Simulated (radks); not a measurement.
Trend from Lu4+ to Hg4+: ionisation energy by Delta-SCF between NIST ground configurations, and size. All-electron calculation, Dirac Kohn-Sham, PBE, spin-unpolarised, spherical densities, finite nucleus; open shells fill j = l - 1/2 first; Fermi nuclear charge, rms radius of each element as measured or else 0.836 A^(1/3) + 0.57 fm. Program: a radial shooting solver on a logarithmic mesh with Libxc functionals.

species  configuration  configuration of the ion  IE (eV)  NIST (eV)       kind   -e(HOMO) (eV)  r at 0.001 e/bohr^3 (bohr)
Lu4+         [Xe] 4f13                 [Xe] 4f12   68.331       66.8  semi-emp.  56.721 (4f7/2)                        2.91
Hf4+         [Xe] 4f14                 [Xe] 4f13   68.754      68.37  semi-emp.  57.045 (4f7/2)                        2.88
Ta4+     [Xe] 4f14 5d1                 [Xe] 4f14   48.082      48.27  semi-emp.  41.598 (5d3/2)                        3.06
W4+      [Xe] 4f14 5d2             [Xe] 4f14 5d1   50.631       51.6  semi-emp.  43.959 (5d3/2)                        3.14
Re4+     [Xe] 4f14 5d3             [Xe] 4f14 5d2   53.166         52     theory  46.304 (5d3/2)                        3.17
Os4+     [Xe] 4f14 5d4             [Xe] 4f14 5d3   55.684         55     theory  48.630 (5d3/2)                        3.16
Ir4+     [Xe] 4f14 5d5             [Xe] 4f14 5d4   56.607         57     theory  49.500 (5d5/2)                        3.16
Pt4+     [Xe] 4f14 5d6             [Xe] 4f14 5d5   59.041         56     theory  51.743 (5d5/2)                        3.14
Au4+     [Xe] 4f14 5d7             [Xe] 4f14 5d6   61.455         60     theory  53.966 (5d5/2)                        3.11
Hg4+     [Xe] 4f14 5d8             [Xe] 4f14 5d7   63.850       61.2       exp.  56.171 (5d5/2)                        3.08

Reference values: NIST Atomic Spectra Database (exp. = measured, semi-emp. = semi-empirical, theory = theoretical value adopted there). Spin polarisation and multiplet splitting are left out, so open shells lie too high by an amount that depends on their filling.

Beside tabulated values, note that spin-unpolarised runs miss the spin-polarisation part of the exchange energy of open shells.
